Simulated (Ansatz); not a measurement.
Gas-phase electronic energies from Ansatz, PBE0-D4/def2-TZVP geometries. CBS: MP2 limit from def2 TZ/QZ plus the TZ coupled-cluster correction, frozen cores. This one scheme is used for every species. For Ge outer-core shells are correlated without core-valence functions, which leaves a few kJ/mol of doubt a bond. Scalar relativity is left out up to krypton. Each species was taken in one conformer, which may not be the lowest.

Consider the formal exchange of groups at a Ge–Al bond: `[CH3][GeH2][AlH][C]#N` + CH₃OH → `[CH3][GeH2][CH3]` + `N#[C][AlH][OH]`.

`[CH3][GeH2][AlH][C]#N`:

```xyz
11

C     1.336   -0.638   -0.987
Ge    0.389    1.009   -0.506
Al   -1.376    0.644    1.182
C    -1.809   -1.212    1.570
N    -2.017   -2.333    1.753
H     0.632   -1.383   -1.359
H     1.845   -1.050   -0.115
H     2.075   -0.430   -1.761
H    -0.258    1.618   -1.770
H     1.396    2.061    0.008
H    -2.214    1.714    1.986
```

CH₃OH:

Cartesian coordinates in Å:
```
C 0.338 0.089 -0.068
O -1.026 0.298 0.217
H 0.802 1.073 -0.147
H 0.492 -0.437 -1.018
H 0.851 -0.466 0.727
H -1.456 -0.557 0.289
```

`[CH3][GeH2][CH3]`:

```xyz
11

C     0.696   -0.574   -1.375
Ge    0.238   -0.502    0.524
C    -0.914    1.033    0.895
H     1.339   -1.429   -1.586
H     1.222    0.336   -1.671
H    -0.208   -0.664   -1.979
H     1.529   -0.394    1.364
H    -0.485   -1.803    0.931
H    -0.408    1.960    0.624
H    -1.837    0.960    0.318
H    -1.172    1.076    1.954
```

`N#[C][AlH][OH]`:

Cartesian coordinates in Å:
```
N -1.042 -0.371 2.559
C -0.526 -0.199 1.542
Al 0.416 0.105 -0.115
O -0.544 -0.059 -1.485
H 1.941 0.469 -0.116
H -0.246 0.055 -2.385
```

| species | CCSD(T)/CBS(def2) energy (Eh) |
| --- | --- |
| `[CH3][GeH2][AlH][C]#N` | -2452.54317 |
| CH₃OH | -115.61712 |
| `[CH3][GeH2][CH3]` | -2157.04003 |
| `N#[C][AlH][OH]` | -411.19791 |

(1) Work out ΔE.

Largest T1 diagnostic among the species: 0.014.

## Answers

(1) ΔE = (-2157.04003) + (-411.19791) − (-2452.54317) − (-115.61712) = -0.07765 Eh = -203.9 kJ/mol.

From PBE to PBE0 (25 % exact exchange), in def2-TZVPP and without D4, ΔE moves by −4.7 kJ/mol. In def2-TZVPP, CCSD(T) changes the Hartree–Fock value by −3.3 kJ/mol (the triples alone add +0.4 kJ/mol) and MP2 by −17.8 kJ/mol. At CCSD(T), def2-SVP lies +13.3 kJ/mol from the extrapolated value and def2-TZVPP −0.3 kJ/mol.
